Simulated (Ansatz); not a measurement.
The same path of CH3AlF2 + H2 (9 atoms, charge 0, multiplicity 1) was run 3 times with different band settings. Lost on the way: Al1–C2, H5–H6. Made: Al1–H6, C2–H5.

All numbers below come from RKS PBE-D4/6-31G* (Ansatz).

Relaxed end points:

```xyz
9
Properties=species:S:1:pos:R:3
Al -0.417 0.152 -0.814
C 1.202 0.456 0.222
F -0.703 -1.275 -1.637
F -1.550 1.355 -1.049
H -1.549 -0.857 1.257
H -1.583 -1.396 0.729
H 1.007 1.133 1.071
H 1.988 0.922 -0.397
H 1.606 -0.491 0.617
```

```xyz
9
Properties=species:S:1:pos:R:3
Al -1.086 -0.348 -0.938
C 0.883 0.275 0.813
F -0.113 -1.363 -1.838
F -1.254 1.224 -1.475
H 0.330 -0.093 1.689
H -2.046 -0.927 0.176
H 1.865 0.662 1.128
H 0.343 1.119 0.343
H 1.078 -0.550 0.102
```

Common settings: movable images 9; spring 5.0 eV/Å²; start path through a guess of the saddle point; iteration limit 60; end points relaxed.

| run | climbing image | optimiser | force threshold |
| --- | --- | --- | --- |
| 1 | yes | quadratic models (default) | 0.05 eV/Å |
| 2 | yes | quadratic models (default) | 0.2 eV/Å |
| 3 | from the first iteration | fire | 0.05 eV/Å |

**Question.** What does each run give, and how far can it be trusted?

**Answer.** Run 1: converged after 15 iterations, highest image 1.398 eV above the first end. A vibrational analysis at the climbing image gives one clearly imaginary mode, 1350i cm⁻¹: a first-order saddle point.
Run 2: converged after 10 iterations, highest image 1.399 eV above the first end. The threshold of 0.2 eV/Å is loose, so the images may lie well off the minimum-energy path. Another band between the same ends (9 images) ends at a top of the same energy, where a vibrational analysis finds 1 clearly imaginary mode.
Run 3: converged after 59 iterations, highest image 1.399 eV above the first end. Neighbouring images differ by up to 1.3 eV, so the band resolves the path poorly. Another band between the same ends (9 images) ends at a top of the same energy, where a vibrational analysis finds 1 clearly imaginary mode.
The orbitals stay closed-shell, which can raise the energy where a bond breaks towards radicals; this wasn't checked here.
